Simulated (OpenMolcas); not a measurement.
Computed transition rates of Ar4+

```
Program             : OpenMolcas
Method              : SS-CASPT2, IPEA 0.25 Eh, imaginary shift 0.1 Eh (closed shells correlated: 2s 2p 3s)
Basis               : ANO-R3 [6s5p4d2f1g]
Scalar Hamiltonian  : X2C, finite nucleus
Active space        : 2 electrons in 3 orbitals (3p)
State averaging     : 2S+1 = 3 even, 3 roots; 2S+1 = 1 even, 6 roots
Spin-orbit coupling : RASSI with atomic mean-field integrals over the reference wave functions, term energies averaged over their components
```

Rates come from the transition moments of the reference wave functions (E1 and E2 in the length form). At fixed line strength A goes as λ^-3 for E1 and M1 and as λ^-5 for E2, so a rate at the computed wavelength can be rescaled to the measured one. Measured vacuum wavelengths follow from level energies in Saloman, J. Phys. Chem. Ref. Data 39, 033101 (2010). Branching counts decays inside the model space alone, at computed energies, and the table is only a selection of the E2 and M1 lines, drawn from those between levels with measured partners whose computed energy lies within a factor of 1.5 of the measured one.

| Upper | Lower | Type | λ computed (nm) | λ measured (nm) | A computed (s-1) | A rescaled (s-1) | Branching % |
| --- | --- | --- | --- | --- | --- | --- | --- |
| 3s2 3p2 1S0 | 3s2 3p2 3P1 | M1 | 268.8 | 269.2 | 6.09e+00 |  | 59.4 |
| 3s2 3p2 1S0 | 3s2 3p2 1D2 | E2 | 455.1 | 462.7 | 4.08e+00 | 3.76e+00 | 39.8 |
| 3s2 3p2 1D2 | 3s2 3p2 3P2 | M1 | 712.8 | 700.8 | 4.46e-01 |  | 69.8 |
| 3s2 3p2 1D2 | 3s2 3p2 3P1 | M1 | 656.7 | 643.7 | 1.91e-01 |  | 29.9 |
| 3s2 3p2 1S0 | 3s2 3p2 3P2 | E2 | 277.8 | 278.7 | 7.82e-02 |  | 0.8 |
| 3s2 3p2 3P2 | 3s2 3p2 3P1 | M1 | 8349 | 7902 | 2.32e-02 | 2.74e-02 | 100.0 |
| 3s2 3p2 3P1 | 3s2 3p2 3P0 | M1 | 14090 | 13100 | 6.44e-03 | 8.01e-03 | 100.0 |

Spin-changing lines and M1 lines between different terms are not rescaled, since their strength hangs on the term gaps too.

The largest correction is for 3s2 3p2 3P1 → 3s2 3p2 3P0 (M1): 6.44e-03 × (14090 / 13100)^3 = 8.01e-03 s-1, a factor of 1.24.

The computed rate and branching of 3s2 3p2 3P1 → 3s2 3p2 3P0 give the upper level a radiative lifetime of 1.000 / 6.44e-03 s-1 = 1.55e+02 s, counting decays inside the model space alone. The rescaled rate gives about 1.2e+02 s.

No measured rate stands beside these. Rescaling mends the energy factor alone: line strengths can still be far off where a level mixes with configurations outside the active space, and weak or spin-changing lines hang on small mixing coefficients that depend on the term gaps too, so rescaling need not improve them.

Term energies are means over components that CASPT2 splits; among the terms shown or strongly mixed into the levels shown the widest spread is 120 cm-1 (3s2 3p2 1D). With the s shell closed, the reference lacks s² → p² mixing. Measured partners are found by configuration, term and J. A level has none where our copy of the source lacks it or the pairing is in doubt (some pairs that miss far off the trend of their configuration count as doubtful). Only configurations of the active space appear.
